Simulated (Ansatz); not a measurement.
CH₅BSSi, relaxed with RKS PBE0-D4/def2-TZVP in Ansatz 0.2.0 from a PBE-D4/def2-SVP geometry. The force threshold is 0.005 eV/Å; the program also tests the step.

Total charge 0; spin multiplicity 1. The bonds changed during the relaxation, so this is another structure than the one it started from.

Start:

```xyz
9

S     0.825   -0.360    1.445
C     0.128   -0.744   -0.209
B     0.604    0.767   -0.207
Si   -1.339    0.473   -0.253
H     2.149   -0.641    1.199
H     0.408   -1.711   -0.659
H     1.557    1.394   -0.610
H    -2.323    0.424    0.885
H    -2.011    0.398   -1.592
```

(1) By how much does the energy fall, and how many steps does the optimiser take? (Best estimate.)

(2) Which bonds change most? (Estimate.)

(3) Give the relaxed structure. (Best estimate.)

Answers

(1) The calculation gave: 4.64 kJ/mol, in 7 steps.

(2) Ansatz gave: S1–C2 from 1.836 to 1.802 Å; C2–Si4 from 1.907 to 1.874 Å; S1–B3 from 2.012 to 1.980 Å; B3–Si4 from 1.966 to 1.942 Å.

(3) Ansatz gave: 
```xyz
9

S     0.812   -0.353    1.420
C     0.126   -0.743   -0.200
B     0.596    0.767   -0.198
Si   -1.320    0.449   -0.250
H     2.115   -0.629    1.179
H     0.414   -1.685   -0.651
H     1.538    1.367   -0.603
H    -2.292    0.425    0.874
H    -1.988    0.403   -1.572
```
